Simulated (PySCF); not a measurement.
Write a Z-matrix for InChI=1S/C4H10OSi/c1-2-5-6-3-4-6/h6H,2-4H2,1H3 as optimised with PBE0-D3(BJ)/def2-SVP.

Z-matrix in Å and degrees, rows numbered from 1:
```
C 
C   1  1.5118
O   2  1.4087  1  110.16
Si  3  1.6561  2  126.67  1  -129.62
C   4  1.8432  3  122.84  2    25.49
C   5  1.5673  4   64.84  3  -108.04
H   1  1.1004  2  110.68  3    62.99
H   1  1.1001  2  110.31  3   -56.58
H   1  1.1008  2  110.73  3  -176.68
H   2  1.1048  1  110.31  3   119.89
H   2  1.1067  1  109.84  3  -122.89
H   4  1.4774  3  107.57  2   175.00
H   5  1.0971  4  120.60  6   105.87
H   5  1.0965  4  120.44  6  -107.20
H   6  1.0970  4  120.00  5  -105.87
H   6  1.0965  4  120.87  5   107.11
```

The C–C distances run from 1.512 Å (C1–C2, drawn single) to 1.567 Å (C5–C6, drawn single), a spread of 0.055 Å. Of the pairs four or more bonds apart, C5···H11 is among the closest relative to their van der Waals radii: 3.04 Å, 105 % of the sum of Bondi's values. O3 (silyl ether oxygen) is bent (angle 126.7°). The 3-membered ring Si4–C5–C6 has internal angles of 50.3° to 64.8°.

Level of theory: PBE0-D3(BJ)/def2-SVP geometry optimisation, gas phase (PySCF 2.14.0).

Point group: C1 (no symmetry element, even within 0.4 Å). Whether it is a minimum is left open (no frequencies). One conformer, not necessarily the lowest (C1–C2–O3–Si4 -130°, C2–O3–Si4–C5 25°).

The run took 76 s wall on one thread of an x86-64 server (shared host). This is the geometry optimisation.
